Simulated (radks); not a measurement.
Problem. Numerical settings for neutral tellurium, [Kr] 4d10 5s2 5p4. Calculated with a radial shooting solver on a logarithmic mesh with Libxc functionals: scalar-relativistic Kohn-Sham, PBE, spin-polarised, spherical densities, point nucleus; open shells are filled with parallel spins first (spin-orbit coupling, left out, can overturn this in heavy ions). The defaults (mesh step 0.008 in ln r, mesh end at 40 bohr or more with all orbitals vanishing there, Anderson mixing 0.5 over 9 steps, residual threshold near 1e-9 with the energy settled to 1e-9 hartree or 1e-11 of itself, here a cap of 90 iterations) give E = -6794.5048 hartree and 5p at -5.199 eV in 14 iterations. Run on one thread of a shared host, so times are rough (Intel(R) Xeon(R) Platinum 8559C): 0.22 s of CPU time, 0.22 s wall, 14 iterations on 2725 mesh points. One setting is changed at a time: mesh step in ln r 0.12; mesh step in ln r 0.012; mesh step in ln r 0.05; mesh end (bohr) 400; mesh end (bohr) 20; residual threshold 0.01; residual threshold 1e-16; mixing 2.5; linear mixing, mixing 0.8; linear mixing, mixing 1; mixing history 2; iteration cap 8. Which runs fail to converge, and which converge to a wrong energy?

Solution. Not converged within the cap: mesh step in ln r 0.12; residual threshold 1e-16; linear mixing, mixing 1; iteration cap 8. No run marked as converged misses the energy by more than 1 mhartree.
